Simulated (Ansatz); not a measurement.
Hf₄⁺. The state is a doublet with charge 1. Geometry PBE0-D4/def2-SVP, basis def2-TZVP, Ansatz.

```xyz
4

Hf   -2.353   -0.011   -0.026
Hf    2.353    0.013    0.030
Hf   -0.007   -0.936    0.989
Hf    0.007    0.934   -0.993
```

```json
{"run": "A", "HOMO (eV)": "-9.60", "LUMO (eV)": "-4.27"}
{"run": "B", "HOMO (eV)": "-7.46", "LUMO (eV)": "-7.15"}
{"run": "C", "HOMO (eV)": "-7.58", "LUMO (eV)": "-6.85"}
{"run": "D", "HOMO (eV)": "-7.30", "LUMO (eV)": "-7.02"}
{"run": "E", "HOMO (eV)": "-7.88", "LUMO (eV)": "-6.12"}
```

In the def2 sets Hf takes a core potential; there is no spin–orbit coupling. No other spin state of charge 1 was run. Another isomer (doublet) lies 0.87 eV lower at PBE0-D4/def2-TZVP; other spin states weren't run for this one.

HOMO and LUMO are taken over both spins.

Task: The runs used BLYP, PBE, PBE0, r2SCAN, ωB97M-V. Estimate which is which.

Result: A ωB97M-V (range-separated); B PBE (0 % exact exchange); C r2SCAN (0 % exact exchange); D BLYP (0 % exact exchange); E PBE0 (25 % exact exchange). Exact exchange lowers occupied and raises empty levels; among semilocal functionals meta-GGAs tend to open the gap a little, and such runs are hard to tell apart. The gap grows from 0.28 eV (BLYP) to 5.33 eV (ωB97M-V). At r2SCAN-D4/def2-TZVP the charge 1 doublet is spin-contaminated (final ⟨S²⟩ up to 0.89, 0.75 for a pure state).
